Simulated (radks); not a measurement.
Task: All-electron atom: Ti1.75+ in [Ar] 3d(up 1.25, down 0) 4s1 (fractional occupations, a model configuration). Method: non-relativistic Kohn-Sham, PBE, spin-polarised, spherical densities, point nucleus; open shells are filled with parallel spins first; computed with a radial shooting solver on a logarithmic mesh with Libxc functionals. Some entries of the table are withheld. Estimate them.

orbital  occ.  eigenvalue (eV)  <1/r> (bohr^-1)  <r> (bohr)
1s up       1        -4855.093            21.53     0.07017
1s down     1        -4855.054            21.53     0.07017
2s up       1        -550.0884            4.491      0.3277
2s down     1        -549.6215            4.494      0.3275
2p up       3              (1)            4.428      0.2910
2p down     3              (2)            4.430      0.2908
3s up       1              (3)              (4)       1.006
3s down     1              (5)              (6)       1.005
3p up       3         -57.3430            1.277       1.071
3p down     3         -55.8823            1.278       1.070
3d up    1.25         -21.9862           0.9696       1.347
3d down     0         -20.4420           0.9752       1.335
4s up       1         -17.1827           0.4572       2.874

Result: 
(1) 2p up eigenvalue (eV): -462.5241
(2) 2p down eigenvalue (eV): -462.1581
(3) 3s up eigenvalue (eV): -80.5553
(4) 3s up <1/r> (bohr^-1): 1.395
(5) 3s down eigenvalue (eV): -79.1081
(6) 3s down <1/r> (bohr^-1): 1.395
